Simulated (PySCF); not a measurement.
Levels of V⁴⁺ from EOM-EA-GCCSD

Reference: closed-shell V⁵⁺, [Ar]; one electron is added. Calculated with PySCF 2.14, two-component X2C-1e with screened spin-orbit coupling, an uncontracted even-tempered set (21 s from 0.051 bohr⁻², ratio 2.6; 15 p from 0.066 bohr⁻², ratio 2.6; 7 d from 0.067 bohr⁻², ratio 2.8; 3 f from 4.1 bohr⁻², ratio 2.8); frozen [Ne]; the 66 highest virtual spinors dropped; of the others 50 kept and the rest restored at second order. No Breit or QED terms. Binding energies in eV.

```csv
level,Koopmans
3d3/2,63.223
3d5/2,63.148
4s1/2,45.959
4p1/2,38.878
4p3/2,38.721
```

Q: How does correlation move these levels?

A: 3d3/2: second order 64.520, EOM-CCSD 64.372; 3d5/2: second order 64.437, EOM-CCSD 64.289; 4s1/2: second order 46.870, EOM-CCSD 46.831; 4p1/2: second order 39.596, EOM-CCSD 39.578; 4p3/2: second order 39.432, EOM-CCSD 39.415.

For comparison, the ionisation energy of V⁴⁺ is 65.282 eV (measured; NIST Atomic Spectra Database, ionization energies).

The screened spin-orbit operator tends to give fine-structure splittings of light species too large.

The highest levels are limited by the diffuse functions of the basis.
